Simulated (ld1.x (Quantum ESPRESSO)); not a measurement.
## aluminium (Al): TM pseudisation with PBE, scalar-relativistic reference atom.

Al, norm-conserving Troullier–Martins (Kleinman–Bylander form), made with ld1.x (Quantum ESPRESSO) 7.5 (PBE, scalar-relativistic). Core [Ne], reference 3s2 3p1. Waves: 3p (bound): rc 2.60 bohr; 3s (bound): rc 2.15 bohr. Local part: the s channel. Core correction: none.

Problem. Estimate the cutoffs (Ry, on a coarse ladder) from which the occupation-weighted sum of valence levels, in a spherical-Bessel basis at the reference potential, stays within 10 and 1 mRy of its value at 400 Ry.

Solution. 10 Ry and 25 Ry.

Problem. What does a ghost test show?

Solution. No extra level below or beside the all-electron valence levels (p, s, d, f tested).

Problem. Which valence shell sets the plane-wave cutoff?

Solution. 3s: its level needs 21 Ry to come within 1 mRy, against 6 Ry for 3p.

Problem. Tests: 3s2 3p0; 3s1 3p0; 3s2 3p0.5; 3s1 3p1; 3s2 3p1.3; 3s1 3p2; 3s0 3p3. Which has the largest error in its energy relative to the reference configuration, and how large is it?

Solution. 3s0 3p3, with +32 meV (all-electron minus pseudo) on +10.45 eV.
